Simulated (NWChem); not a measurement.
System: ZnOH, doublet; SMILES [OH][Zn]

NWChem input:

```
start job
memory heap 200 mb stack 900 mb global 1100 mb
geometry units angstroms noautoz
  Zn     0.038945    -0.384102     0.000000
  O     -0.134955     1.424579     0.000000
  H      0.723722     1.865575     0.000000
end
basis spherical
  Zn library def2-svp
  O library def2-svp
  H library def2-svp
end
dft
  odft
  mult 2
  xc m05-2x
  iterations 150
  mulliken
end
task dft energy
```

Output (shortened):

```
             Northwest Computational Chemistry Package (NWChem) 7.3.0
             --------------------------------------------------------

 CS  symmetry detected

                             Geometry "geometry" -> ""
                             -------------------------

 Output coordinates in angstroms (scale by  1.889725989 to convert to a.u.)

  No.       Tag          Charge          X              Y              Z
 ---- ---------------- ---------- -------------- -------------- --------------
    1 Zn                  30.0000    -0.00752464    -0.42901203     0.00000000
    2 O                    8.0000    -0.07308281     1.38682670     0.00000000
    3 H                    1.0000     0.81040152     1.77574713     0.00000000

 Effective nuclear repulsion energy (a.u.)      81.0324833659

      Symmetry information
      --------------------

 Group name             Cs
 Group number              2
 Group order               2
 No. of unique centers     3

                                 NWChem DFT Module
                                 -----------------

 Summary of "ao basis" -> "ao basis" (spherical)
 ------------------------------------------------------------------------------
       Tag                 Description            Shells   Functions and Types
 ---------------- ------------------------------  ------  ---------------------
 Zn                         def2-svp                11       31   5s3p2d1f
 O                          def2-svp                 6       14   3s2p1d
 H                          def2-svp                 3        5   2s1p

      Symmetry analysis of basis
      --------------------------

        a'         35
        a"         15

            General Information
            -------------------
          SCF calculation type: DFT
          Wavefunction type:  spin polarized.
          No. of atoms     :     3
          No. of electrons :    39
           Alpha electrons :    20
            Beta electrons :    19
          Charge           :     0
          Spin multiplicity:     2
          Use of symmetry is: on ; symmetry adaption is: on
          Maximum number of iterations: 150
          AO basis - number of functions:    50
                     number of shells:    20
          Convergence on energy requested:  1.00D-06
          Convergence on density requested:  1.00D-05
          Convergence on gradient requested:  5.00D-04

              XC Information
              --------------
                       M05-2X Method XC Functional
                     Hartree-Fock (Exact) Exchange  0.560
                M05-2X metaGGA Exchange Functional  0.440
                      M05-2X Correlation Potential  1.000

             Grid Information
             ----------------
          Grid used for XC integration:  medium
          Radial quadrature: Mura-Knowles
          Angular quadrature: Lebedev.
          Tag              B.-S. Rad. Rad. Pts. Rad. Cut. Ang. Pts.
          ---              ---------- --------- --------- ---------
          Zn                  1.35      112           8.0       590
          O                   0.60       49           7.0       434
          H                   0.35       45          10.0       434
          Grid pruning is: on
          Number of quadrature shells:   206
          Spatial weights used:  Erf1

      Superposition of Atomic Density Guess
      -------------------------------------

 Sum of atomic energies:       -1852.75191280

      Non-variational initial energy
      ------------------------------

 Total energy =   -1852.905381
 1-e energy   =   -2748.980328
 2-e energy   =     815.042463
 HOMO         =      -0.194914
 LUMO         =       0.127891

   Symmetry analysis of molecular orbitals - initial alpha
   -------------------------------------------------------

  Numbering of irreducible representations:

     1 a'          2 a"

  Orbital symmetries:

     1 a'          2 a'          3 a'          4 a'          5 a"
     6 a'          7 a'          8 a'          9 a'         10 a"
    11 a'         12 a'         13 a'         14 a"         15 a'
    16 a"         17 a'         18 a'         19 a"         20 a'
    21 a'         22 a'         23 a"         24 a'         25 a'
    26 a'         27 a'         28 a"         29 a'         30 a'

   Symmetry analysis of molecular orbitals - initial beta
   ------------------------------------------------------

  Numbering of irreducible representations:

     1 a'          2 a"

  Orbital symmetries:

     1 a'          2 a'          3 a'          4 a'          5 a"
     6 a'          7 a'          8 a'          9 a'         10 a"
    11 a'         12 a'         13 a'         14 a"         15 a'
    16 a"         17 a'         18 a'         19 a"         20 a'
    21 a'         22 a'         23 a"         24 a'         25 a'
    26 a'         27 a'         28 a"         29 a'         30 a'

     ---------------------------------------------
      Total Density - Mulliken Population Analysis
     ---------------------------------------------

    Atom       Charge   Shell Charges
 -----------   ------   -------------------------------------------------------
    1 Zn  30    29.30   2.00  2.00  2.00  0.71  0.47  6.00  5.99  0.14  8.09  1.91  0.00
    2 O    8     9.03   1.99  1.12  0.68  3.14  2.09  0.00
    3 H    1     0.67   0.53  0.08  0.06

     --------------------------------------------
      Spin Density - Mulliken Population Analysis
     --------------------------------------------

    Atom       Charge   Shell Charges
 -----------   ------   -------------------------------------------------------
    1 Zn  30     0.89   0.00  0.00  0.00  0.40  0.43  0.00  0.00  0.05  0.01 -0.00  0.00
    2 O    8     0.10   0.00  0.02 -0.01  0.07  0.02  0.00
    3 H    1     0.01   0.00  0.01  0.00

[...]
```

Level: M05-2X/def2-SVP, spin-unrestricted. In the optimisation the excess spin sits in a' (Cs, its own frame). The geometry was optimised at PBE0/def2-SVP, spin-unrestricted. This spin state was assumed; another may lie lower. No stability test was run on the SCF state.
